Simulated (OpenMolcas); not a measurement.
Ne⁴⁺: effect of the basis set

```json
{"Program": "OpenMolcas", "Method": "CASSCF", "Active space": "2 electrons in 3 orbitals (2p)", "State averaging": "2S+1 = 3 even, 3 roots; 2S+1 = 1 even, 6 roots", "Spin-orbit coupling": "RASSI with atomic mean-field integrals over the reference wave functions, term energies averaged over their components"}
```

A. ANO-RCC-VDZP [3s2p1d], DKH2, point nucleus; cost about 3 core-seconds
B. ANO-RCC-VTZP [4s3p2d1f], DKH2, point nucleus; cost roughly 2.6 core-seconds
C. ANO-L-VTZP [4s3p2d1f], non-relativistic, point nucleus; cost of the order of 1.7 core-seconds
D. ANO-R2 [4s4p2d1f], X2C, finite nucleus; cost about 5 core-seconds
E. ANO-R3 [4s4p2d1f], X2C, finite nucleus; cost roughly 1.6 core-seconds
F. ANO-RCC-VQZP [5s4p3d2f1g], DKH2, point nucleus; cost roughly 2.6 core-seconds

Energies in eV above 2s2 2p2 3P0, the measured ground level; measured values from NIST levels in Podobedova, Fuhr, Reader and Wiese, J. Phys. Chem. Ref. Data 33, 525 (2004).

```
      Level       A       B        C        D        E        F  Measured
2s2 2p2 3P0  0.0000  0.0000   0.0000   0.0000   0.0000   0.0000    0.0000
2s2 2p2 3P1  0.0507  0.0508   0.0494   0.0495   0.0495   0.0498    0.0511
2s2 2p2 3P2  0.1472  0.1474   0.1436   0.1438   0.1438   0.1446    0.1376
2s2 2p2 1D2  4.0648  4.0666   4.1097   4.0877   4.0877   4.0889    3.7557
2s2 2p2 1S0  9.9664  9.9688  10.0780  10.0167  10.0167  10.0187    7.9243
```

Deviations, from unrounded energies. A percentage is the sum of absolute deviations over the sum of measured energies, with the sign that they share, or ± where signs differ.

| Against measurement | Levels | A | B | C | D | E | F |
| --- | --- | --- | --- | --- | --- | --- | --- |
| mean absolute deviation (cm-1) | 4 | 4800 | 4800 | 5100 | 4900 | 4900 | 4900 |
| fine structure of the ground term (%) | 2 | ±5.3 | ±5.4 | ±4.1 | ±4.1 | ±4.1 | ±4.4 |
| other terms of the ground configuration (%) | 2 | +20.1 | +20.2 | +21.5 | +20.8 | +20.8 | +20.8 |

A, B, D, E, F lie about equally close to measurement and C furthest from it. The largest miss of A in the table is 2s2 2p2 1S0, by +16000 cm-1. The ranking rests on the paired levels alone, and a cruder setting can come out closer through cancelling errors.

Among A to F the level of the table that moves most is 2s2 2p2 1S0, by 900 cm-1 (lowest in A, highest in C).

With the s shell closed, the reference lacks s² → p² mixing. The basis is small and was not contracted for so high a charge (holds for A). Measured partners are found by configuration, term and J. A level has none where our copy of the source lacks it or the pairing is in doubt (some pairs that miss far off the trend of their configuration count as doubtful), and it then counts in no deviation. Levels of configurations outside the active space are missing.
